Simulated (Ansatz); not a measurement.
Ga7⁻, relaxed as a singlet with RKS PBE0-D4/def2-SVPD in Ansatz, starting from packed atoms. Force threshold 0.02 eV/Å.

The structure comes from a short search, and lower isomers may exist.

Start:

```tsv
atom	x (Å)	y (Å)	z (Å)
Ga1	-2.121	0.374	1.058
Ga2	1.096	-1.598	-1.056
Ga3	-1.142	-0.190	-1.347
Ga4	2.125	-0.588	1.071
Ga5	-0.167	-0.840	0.985
Ga6	1.031	0.738	-0.475
Ga7	-0.822	2.105	-0.235
```

Problem. Estimate the energy that the relaxation releases and the steps that it takes.

Solution. 63.3 kcal/mol, in 20 steps; 6.2 min on 4 threads of AMD EPYC 7R43 on a shared host. The force fell under the threshold at step 18, but the optimiser went on. No frequencies were taken in this run, so the end may be a saddle point.

Problem. Does the start keep its bonding?

Solution. Bonds lost: Ga3–Ga7, Ga5–Ga6 (atoms count from 1). Bonds formed: Ga4–Ga7 (atoms count from 1). Metal–metal contacts that move far: Ga2–Ga6 2.41 to 2.94 Å.

Problem. Predict the relaxed structure.

Solution. 
```xyz
7

Ga   -2.062    0.651    0.761
Ga    1.462   -1.901   -1.052
Ga   -1.119   -0.520   -1.376
Ga    1.463    0.074    1.131
Ga   -0.481   -1.402    1.103
Ga    0.827    0.954   -1.352
Ga   -0.091    2.145    0.784
```
Bond lengths (bridged metal pairs left out): 9 × Ga–Ga 2.44 to 2.71 Å.
